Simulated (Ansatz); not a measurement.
C4H7B (`C#CBCC`), relaxed with RKS PBE0-D4/def2-TZVP in Ansatz from a PBE-D4/def2-SVP geometry. The force threshold is 0.005 eV/Å; the program also tests the step.

Total charge 0; spin multiplicity 1.

Start:

```xyz
12

C    -0.237   -1.567   -2.820
C    -0.417   -1.069   -1.707
B    -0.630   -0.468   -0.328
C     0.355    0.589    0.284
C     0.322    0.796    1.802
H    -0.083   -2.003   -3.799
H    -1.642   -0.785    0.280
H     0.009    1.524   -0.235
H     1.390    0.455   -0.099
H    -0.711    0.973    2.164
H     0.944    1.656    2.122
H     0.702   -0.099    2.336
```

Task: By how much does the energy fall, and how many steps does the optimiser take? (An estimate is asked.)

Result: Computed: 1.58 kcal/mol, in 12 steps, 1 of them rejected.

Task: Which bonds change most? (An estimate is asked.)

Result: The calculation gave: C1–C2 from 1.233 to 1.209 Å; B3–H7 from 1.222 to 1.199 Å; C4–H8 from 1.124 to 1.106 Å; C5–H10 from 1.109 to 1.093 Å.

Task: Give the relaxed structure. (Estimate.)

Result: Computed: 
```xyz
12

C    -0.247   -1.528   -2.798
C    -0.413   -1.063   -1.695
B    -0.615   -0.489   -0.309
C     0.353    0.581    0.276
C     0.306    0.803    1.782
H    -0.104   -1.941   -3.770
H    -1.576   -0.852    0.310
H     0.043    1.503   -0.248
H     1.377    0.418   -0.078
H    -0.712    1.013    2.118
H     0.939    1.639    2.091
H     0.648   -0.083    2.322
```
